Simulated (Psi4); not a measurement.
C₆H₁₅N₂, doublet, at a GFN2-xTB geometry; Psi4 with MP2/STO-3G.

Input for Psi4:
```
memory 2 GB

molecule {
0 2
C     2.18264245    0.75916371   -1.20784471
N     1.56809513    0.03929249   -0.19221781
C     2.32302147   -1.03959731    0.38967337
C     0.70731898    0.75219462    0.72192760
C    -0.61675438    0.02963956    1.01966905
N    -1.61472241    0.27158210   -0.00749814
C    -1.33961984   -0.46747268   -1.22251291
C    -2.95296635   -0.00508795    0.47090707
H     1.62383551    1.58043999   -1.61546351
H     2.80842540    0.19372847   -1.87337691
H     2.83466652   -1.58890398   -0.39825032
H     1.65175296   -1.72185048    0.91165474
H     3.07422847   -0.67971840    1.10768568
H     0.46420581    1.72382207    0.29041242
H     1.23051433    0.91808490    1.67612876
H    -1.00707368    0.43375463    1.95706706
H    -0.43717525   -1.04961933    1.16809170
H    -0.34601268   -0.21629737   -1.58110231
H    -2.06896908   -0.18539756   -1.98071322
H    -1.39479190   -1.55816045   -1.07165148
H    -3.66556652    0.23971518   -0.31536933
H    -3.09790525   -1.06004867    0.75558249
H    -3.16559739    0.62128917    1.33639888
}

set {
  basis sto-3g
  reference uhf
}

energy('mp2')
print_variables()
```

It wrote (shortened):

```
    SCF Algorithm Type (re)set to DF.

   => Loading Basis Set <=

    Name: STO-3G
    Role: ORBITAL
    Keyword: BASIS

         ---------------------------------------------------------
                                   SCF
               by Justin Turney, Rob Parrish, Andy Simmonett
                          and Daniel G. A. Smith
                              UHF Reference
         ---------------------------------------------------------

  ==> Geometry <==

    Molecular point group: c1
    Full point group: C1

    Geometry (in Angstrom), charge = 0, multiplicity = 2:

       Center              X                  Y                   Z               Mass
    ------------   -----------------  -----------------  -----------------  -----------------
         C            2.169755267013     0.738909507192    -1.204675623447    12.000000000000
         N            1.555207947013     0.019038287192    -0.189048723447    14.003074004430
         C            2.310134287013    -1.059851512808     0.392842456553    12.000000000000
         C            0.694431797013     0.731940417192     0.725096686553    12.000000000000
         C           -0.629641562987     0.009385357192     1.022838136553    12.000000000000
         N           -1.627609592987     0.251327897192    -0.004329053447    14.003074004430
         C           -1.352507022987    -0.487726882808    -1.219343823447    12.000000000000
         C           -2.965853532987    -0.025342152808     0.474076156553    12.000000000000
         H            1.610948327013     1.560185787192    -1.612294423447     1.007825032230
         H            2.795538217013     0.173474267192    -1.870207823447     1.007825032230
         H            2.821779337013    -1.609158182808    -0.395081233447     1.007825032230
         H            1.638865777013    -1.742104682808     0.914823826553     1.007825032230
         H            3.061341287013    -0.699972602808     1.110854766553     1.007825032230
         H            0.451318627013     1.703567867192     0.293581506553     1.007825032230
         H            1.217627147013     0.897830697192     1.679297846553     1.007825032230
         H           -1.019960862987     0.413500427192     1.960236146553     1.007825032230
         H           -0.450062432987    -1.069873532808     1.171260786553     1.007825032230
         H           -0.358899862987    -0.236551572808    -1.577933223447     1.007825032230
         H           -2.081856262987    -0.205651762808    -1.977544133447     1.007825032230
         H           -1.407679082987    -1.578414652808    -1.068482393447     1.007825032230
         H           -3.678453702987     0.219460977192    -0.312200243447     1.007825032230
         H           -3.110792432987    -1.080302872808     0.758751576553     1.007825032230
         H           -3.178484572987     0.601034967192     1.339567966553     1.007825032230

  Running in c1 symmetry.

  Rotational constants: A =      0.12803  B =      0.03718  C =      0.03445 [cm^-1]
  Rotational constants: A =   3838.21435  B =   1114.71099  C =   1032.78657 [MHz]
  Nuclear repulsion =  412.661230967944675

  Charge       = 0
  Multiplicity = 2
  Electrons    = 65
  Nalpha       = 33
  Nbeta        = 32

  ==> Algorithm <==

  SCF Algorithm Type is DF.
  DIIS enabled.
  MOM disabled.
  Fractional occupation disabled.
  Guess Type is SAD.
  Energy threshold   = 1.00e-08
  Density threshold  = 1.00e-08
  Integral threshold = 1.00e-12

  ==> Primary Basis <==

  Basis Set: STO-3G
    Blend: STO-3G
    Number of shells: 39
    Number of basis functions: 55
    Number of Cartesian functions: 55
    Spherical Harmonics?: true
    Max angular momentum: 1

   => Loading Basis Set <=

    Name: (STO-3G AUX)
    Role: JKFIT
    Keyword: DF_BASIS_SCF

  ==> Integral Setup <==

  SCF_SUBTYPE=INCORE selected. In-core MEM_DF algorithm will be used.
  Using in-core AOs.

  ==> MemDFJK: Density-Fitted J/K Matrices <==

[...]

    Alpha Occupied:

[...]
    Alpha Virtual:

[...]
      55A      0.886967

    Beta Occupied:

[...]
    Beta Virtual:

[...]
    Final Occupation by Irrep:
              A
    DOCC [    32 ]
    SOCC [     1 ]
    NA   [    33 ]
    NB   [    32 ]

  @DF-UHF Final Energy:  -340.59099798822962

   => Energetics <=

    Nuclear Repulsion Energy =            412.6612309679446753
    One-Electron Energy =               -1281.4048229934360279
    Two-Electron Energy =                 528.1525940372616787
    Total Energy =                       -340.5909979882296739

  UHF NO Occupations:
  HONO-2 :   31  A 1.9990359
  HONO-1 :   32  A 1.9978913
  HONO-0 :   33  A 1.0000000
  LUNO+0 :   34  A 0.0021087
  LUNO+1 :   35  A 0.0009641
  LUNO+2 :   36  A 0.0005651
  LUNO+3 :   37  A 0.0002082

Computation Completed

Properties will be evaluated at   0.000000,   0.000000,   0.000000 [a0]

Properties computed using the SCF density matrix

 Multipole Moments:

 ------------------------------------------------------------------------------------
     Multipole            Electronic (a.u.)      Nuclear  (a.u.)        Total (a.u.)
 ------------------------------------------------------------------------------------

 L = 1.  Multiply by 2.5417464519 to convert [e a0] to [Debye]
 Dipole X            :          1.6223245           -1.5829605            0.0393640
 Dipole Y            :          2.1240513           -2.4878683           -0.3638170
 Dipole Z            :         -0.0631379            0.3892655            0.3261276
 Magnitude           :                                                    0.4901750

 ------------------------------------------------------------------------------------

  //>>>>>>>>>>>>>>>>>>>>>>>>>>>>>>>>>>>//
  //               DFMP2               //
  //<<<<<<<<<<<<<<<<<<<<<<<<<<<<<<<<<<<//

   => Loading Basis Set <=

    Name: (STO-3G AUX)
    Role: RIFIT
    Keyword: DF_BASIS_MP2

	 --------------------------------------------------------
	                          DF-MP2
	      2nd-Order Density-Fitted Moller-Plesset Theory

	        Rob Parrish, Justin Turney, Andy Simmonett,
	           Ed Hohenstein, and C. David Sherrill
	 --------------------------------------------------------

	 --------------------------------------------------------
	                 NBF =    55, NAUX =   594
	 --------------------------------------------------------
	   CLASS    FOCC     OCC    AOCC    AVIR     VIR    FVIR
	   ALPHA       0      33      33      22      22       0
	    BETA       0      32      32      23      23       0
	 --------------------------------------------------------

	-----------------------------------------------------------
	 ==================> DF-MP2 Energies <====================
	-----------------------------------------------------------
	 Reference Energy          =    -340.5909979882296170 [Eh]
	 Singles Energy            =      -0.0000000000000000 [Eh]
	 Same-Spin Energy          =      -0.0479485535146361 [Eh]
	 Opposite-Spin Energy      =      -0.3401547699672135 [Eh]
	 Correlation Energy        =      -0.3881033234818496 [Eh]
	 Total Energy              =    -340.9791013117114744 [Eh]
	-----------------------------------------------------------
	 ================> DF-SCS-MP2 Energies <==================
	-----------------------------------------------------------
	 SCS Same-Spin Scale       =       0.3333333333333333 [-]
	 SCS Opposite-Spin Scale   =       1.2000000000000000 [-]
	 SCS Same-Spin Energy      =      -0.0159828511715454 [Eh]
	 SCS Opposite-Spin Energy  =      -0.4081857239606562 [Eh]
	 SCS Correlation Energy    =      -0.4241685751322015 [Eh]
	 SCS Total Energy          =    -341.0151665633618450 [Eh]
	-----------------------------------------------------------

  Variable Map:
  ----------------------------------------------------------------------------
[...]
  Array Variable Map:
  ----------------------------------------------------------------------------
[...]
[...]
```
